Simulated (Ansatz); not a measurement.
Job for Ansatz (an electronic-structure program): R-CCSD(T)/cc-pVTZ on CH4GeO2 (SMILES C[O][Ge][OH]). The run froze 17 orbitals, filled d shells among them.

Ansatz 0.2 input:
```yaml
crystal:
  periodic: [false, false, false]
  atoms:
    - {symbol: C, position_ang: [-1.24508367, 0.46311904, -0.11281790]}
    - {symbol: O, position_ang: [0.14335790, 0.19681258, -0.01669021]}
    - {symbol: Ge, position_ang: [0.81295055, -1.39728387, 0.51137707]}
    - {symbol: O, position_ang: [2.52792372, -0.90739299, 0.36112363]}
    - {symbol: H, position_ang: [-1.50492222, 1.29628661, 0.54481798]}
    - {symbol: H, position_ang: [-1.49473431, 0.74153773, -1.13962594]}
    - {symbol: H, position_ang: [-1.86049860, -0.40036112, 0.16783939]}
    - {symbol: H, position_ang: [2.62100662, 0.00728202, 0.06113180]}
basis:
  gaussian:
    orbitals: cc-pVTZ
magnetization: {spin_polarized: false}
correlation: {method: ccsd_t, electrons: outside_noble_gas}
scf: {lower_state_search: off}
```

The log:

```
WARN ansatz: RAYON_NUM_THREADS=1 ignored (pool sized by the plan → 1); use --threads N
Functional definition: HF
these checks for a lower state are left out or cut short: stability, starts, cluster_reference, orbital_swaps, neighbouring_geometries, increment
integrals: 0.68 GiB planned
1131 factors; integrals over basis functions are off by at most 9.1e-4 eV
mean field: 0.60 GiB planned
mean field evaluation 1: about -61641.0583 eV, gradient 4.9e1 eV
mean field evaluation 2: about -61641.1855 eV, gradient 4.9e1 eV
mean field evaluation 4: about -61645.7458 eV, gradient 3.4e0 eV
mean field evaluation 8: about -61645.8029 eV, gradient 3.2e-1 eV
mean field -61645.80338682 eV, -2265.4414894394 hartree, gradient 2.8e-6 eV, S^2 0.000000; 0 other end points of the search recorded, 0 dependent functions left out
17 core orbitals not correlated
reference -61645.80338682 eV, -2265.4414894394 hartree; 12, 12 occupied and 160, 160 virtual orbitals, 1131 factors
second order -20.62903558 eV of doubles, -0.00000000 eV of singles
coupled cluster: 1.78 GiB planned
cycle   1  -20.48567817 eV  change    1.4e-1 eV  update   1.2e-1
cycle   2  -21.02196460 eV  change   -5.4e-1 eV  update   3.9e-2
cycle   3  -21.18075717 eV  change   -1.6e-1 eV  update   2.2e-2
cycle   4  -21.16070859 eV  change    2.0e-2 eV  update   6.1e-3
cycle   5  -21.15709606 eV  change    3.6e-3 eV  update   3.2e-3
cycle   6  -21.15880368 eV  change   -1.7e-3 eV  update   1.1e-3
cycle   7  -21.15826822 eV  change    5.4e-4 eV  update   4.3e-4
cycle   8  -21.15810748 eV  change    1.6e-4 eV  update   1.2e-4
cycle   9  -21.15816998 eV  change   -6.3e-5 eV  update   5.7e-5
cycle  10  -21.15817641 eV  change   -6.4e-6 eV  update   2.1e-5
perturbative correction -0.83927881 eV, -0.0308429275 hartree
Total energy: -61667.80084204 eV, -2266.2498810084 hartree
Checks for a lower state left out: stability, starts, cluster_reference, orbital_swaps, neighbouring_geometries, increment
```

Self-consistency was reached.

Cost: about 60 core-seconds (a rough figure).
